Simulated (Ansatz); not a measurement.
A made-up structure of LiSiH$_{3}$Se, closed shell:

| atom | x (Å) | y (Å) | z (Å) |
| --- | --- | --- | --- |
| Li1 | 0.4929 | -1.9460 | 0.3135 |
| Se2 | -1.5718 | -0.9713 | 0.6513 |
| Si3 | -0.1009 | 0.5030 | -0.0882 |
| H4 | 1.2211 | -0.2787 | -0.2684 |
| H5 | -0.3295 | 1.0858 | -1.4380 |
| H6 | 1.0008 | -3.3892 | 0.7462 |

It is relaxed with PBE-D4/def2-SVP and then PBE0-D4/def2-TZVP (Ansatz 0.2.0). Atoms count as bonded within 1.22 times the sum of their covalent radii (H–H: 0.88 Å). The end point is not checked to be a true minimum.

Q: Does its bonding change? (Judge from chemistry; the calculation decides.)

A: Computed: Yes. Formed: Si3–H6; broken: Li1–H4.

Where it ends: The first stage lowers the energy by 3.37 eV in 26 steps. It ends as LiSiH₃Se ([H]1[Li]2[Se][SiH2]12):
Li1  (-0.287, -2.399, 1.214)
Se2  (-1.802, -1.216, -0.063)
Si3  (0.249, -0.434, -0.321)
H4  (0.877, -0.579, -1.662)
H5  (0.528, 0.943, 0.170)
H6  (1.148, -1.311, 0.579)
(Å)

Labels in which every atom is bracketed show which atoms are joined, not bond orders.

For scale, one of the runs: PBE0-D4/def2-TZVP relaxation, 117 basis functions, launched by `ansatz run in.yaml --threads 2 --pin off --events-out ev --progress --plain --max-ram 4352MiB`. Hardware: 2 CPU threads of an Arm Neoverse V1, shared host. Wall time about 19 s.
